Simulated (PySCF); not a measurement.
## Computed spin Hamiltonian

Species: C4H10NSi2 (doublet state).
Cartesian coordinates in Å at the GFN2-xTB level; atoms count from 1:
```xyz
17
C4H10NSi2 angstrom
C     -2.1868   -1.0776   -0.5841
C     -1.3367   -0.4819    0.4732
Si     0.2485    0.3931    0.1524
C      0.7764    1.4355    1.6567
Si     2.0001   -0.9334   -0.6662
C     -0.1226    1.6157   -1.2283
N     -0.3381    2.3265   -2.1014
H     -1.8987   -0.7327   -1.5741
H     -2.1269   -2.1708   -0.5662
H     -3.2363   -0.8245   -0.4166
H     -1.6187   -0.7458    1.4840
H     -0.0014    2.1296    1.9610
H      1.0011    0.7948    2.5043
H      1.6683    2.0155    1.4380
H      1.5652   -1.6791   -1.8490
H      2.4237   -1.9123    0.3403
H      3.1757   -0.1406   -1.0339
```

The hyperfine couplings belong to this conformer and change with its torsions.

The species is `C[CH][Si@@](C)([SiH3])C#N` [radical].

Theory: UKS B3LYP, pcH-1 on C H N Si, non-relativistic, mean-field spin-orbit, GIAO (PySCF). Isolated species at its GFN2-xTB geometry (one conformer only). Couplings are sensitive to structure, and on GFN2-xTB geometries they can be far from those on DFT ones. Stability of the SCF solution: not tested.

```
g1, g2, g3                      : 2.00213, 2.00284, 2.00298
g_iso                           : 2.00265
Form of g                       : rhombic: the two nearest values differ by 16 % of g3 − g1
⟨S²⟩                            : 0.7537 (exact 0.7500)
α and β electrons               : 35, 34
HOMO–LUMO gap, α and β orbitals : 5.70, 5.46 eV
Basis functions                 : 295
```

Isotropic coupling and dipolar principal values T1 to T3, in mT; ρ(0) is the spin density at the nucleus (MHz turned into mT with g_iso):

```csv
atom,isotope,a_iso,of which spin–orbit,T1,T2,T3,Mulliken spin population,ρ(0) (bohr⁻³)
C1,13C,-1.04,0.00,-0.11,0.02,0.09,-0.08,-0.0260
C2,13C,3.16,0.00,-2.62,-2.59,5.21,0.97,0.0789
Si3,29Si,1.75,0.00,-0.11,0.02,0.09,-0.01,-0.0553
C4,13C,0.20,0.00,-0.03,-0.03,0.06,0.00,0.0049
Si5,29Si,-2.00,0.00,-0.44,0.21,0.23,0.05,0.0630
C6,13C,0.96,0.00,-0.05,-0.04,0.09,0.01,0.0240
N7,14N,0.00,0.00,-0.02,0.00,0.02,0.00,0.0003
H8,1H,0.15,0.00,-0.15,-0.13,0.29,0.00,0.0009
H9,1H,4.78,0.00,-0.20,-0.10,0.30,0.05,0.0300
H10,1H,3.33,0.00,-0.19,-0.14,0.33,0.03,0.0209
H11,1H,-1.94,0.00,-1.24,-0.03,1.27,-0.04,-0.0122
H12,1H,-0.03,0.00,-0.08,-0.06,0.14,0.00,-0.0002
H13,1H,0.00,0.00,-0.06,-0.06,0.12,0.00,0.0000
H14,1H,-0.04,0.00,-0.04,-0.04,0.08,0.00,-0.0003
H15,1H,-0.06,0.00,-0.06,-0.03,0.09,0.00,-0.0004
H16,1H,-0.07,0.00,-0.06,-0.03,0.09,0.00,-0.0004
H17,1H,0.65,0.00,-0.05,-0.02,0.06,0.01,0.0041
```

The Mulliken spin populations are largest on C2 (+0.97) and C1 (-0.08). No atom but C2 exceeds +0.15. The positive populations add up to 1.13 and the negative ones to -0.13, together 2S = 1. The angles at C2 add up to 359.2°, so it is planar; its axial dipolar tensor and the negative coupling of its proton fit spin in a p orbital normal to that plane.

Under fast tumbling the dipolar parts average out, and these isotropic splittings remain: 3 × 1H (H8/H9/H10, I = 1/2, 4 lines) with 2.75 mT, 1 × 1H (H11, I = 1/2, 2 lines) with 1.94 mT and 3 × 1H (H15/H16/H17, I = 1/2, 4 lines) with 0.17 mT.

Nuclei that the bonding pattern makes equivalent are averaged, as if the motion that swaps them (rotation, inversion, ring flip) were fast. The three 1H nuclei of mean +77.2 MHz run from 4.1 to 134.0 MHz in the frozen geometry. The three 1H nuclei of mean +4.9 MHz run from -1.9 to 18.2 MHz in the frozen geometry.

The 13C coupling of C2 (88.6 MHz) shows only in satellite lines or after enrichment, since that isotope makes up about 1.07 % of natural carbon.

The 29Si coupling of Si5 (-56.0 MHz) shows only in satellite lines or after enrichment, since that isotope makes up about 4.7 % of natural silicon.
